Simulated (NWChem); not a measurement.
# C₂H₇NOSi; SMILES O[SiH](N)C=C

```xyz
12

Si    -0.0973    -0.5488     0.4130
N      1.5782    -0.5327    -0.0772
O     -0.9459    -1.5913    -0.6028
C     -0.6671     1.2391     0.3200
C     -0.0461     2.1789    -0.4231
H     -0.4196    -1.1125     1.7682
H      2.1884     0.1861     0.3216
H      2.0773    -1.4253    -0.1253
H     -0.8772    -1.3399    -1.5416
H     -1.5733     1.5343     0.8826
H      0.8563     1.9369    -1.0122
H     -0.4042     3.2220    -0.4820
```
Atoms are numbered in this order, from 1.

Program: NWChem. The geometry was optimised at PBE-D3(BJ)/def2-SVP. No frequency run checked for a minimum. Level: PBE/def2-SVP with SMD (1 M gas to 1 M solution), gas-phase geometry. Reactions with the solvent are ignored.

| solvent | dielectric constant | solvation free energy (kcal/mol) | cavity-dispersion-structure term (kcal/mol) | dipole in solution (D) |
|---|---|---|---|---|
| water | 78.4 | -3.7 | 4.7 | 2.69 |
| 1-octanol | 9.86 | … | … | 2.58 |
| ethylene glycol | 40.2 | -3.5 | 4.8 | 2.68 |
| chlorobenzene | 5.70 | -4.2 | 0.4 | 2.40 |
| toluene | 2.37 | -3.1 | 0.1 | 2.26 |
| 2-propanol | 19.3 | -5.9 | 1.6 | 2.61 |
| diethyl ether | 4.24 | -4.4 | -0.1 | 2.37 |

Q: Fill in the missing entries.

A: 
- 1-octanol, solvation free energy (kcal/mol): -5.1
- 1-octanol, cavity-dispersion-structure term (kcal/mol): 2.2
